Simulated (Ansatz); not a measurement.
Molecule: sum formula SiH$_{2}$Cl, net charge 1, singlet state. 
Structure (B3LYP-D3(BJ)/def2-TZVP (Ansatz, an electronic-structure program) minimum search):
```xyz
4

Si    -0.9627     0.0164    -0.0597
Cl     0.9876    -0.0168     0.0612
H     -1.6346     1.3189    -0.0864
H     -1.6766    -1.2626    -0.1189
```
Charge +1, spin multiplicity 1.

Parts of the frozen-core correlation energy in STO-3G (Ansatz, hartree). Frozen orbitals: 10; correlated occupied orbitals by spin: 6 and 6; virtual: 4 and 4. Spin-orbit coupling is left out. Non-relativistic.

```
term                            value
-------------------------  ----------
reference (HF)             -741.12268
MP2 opposite-spin            -0.04096
MP2 same-spin                -0.00482
CCSD correlation             -0.06351
(T)                          -0.00215
FCI minus CCSD(T)            -0.00058
T1 diagnostic                   0.019
largest doubles amplitude       0.056
```
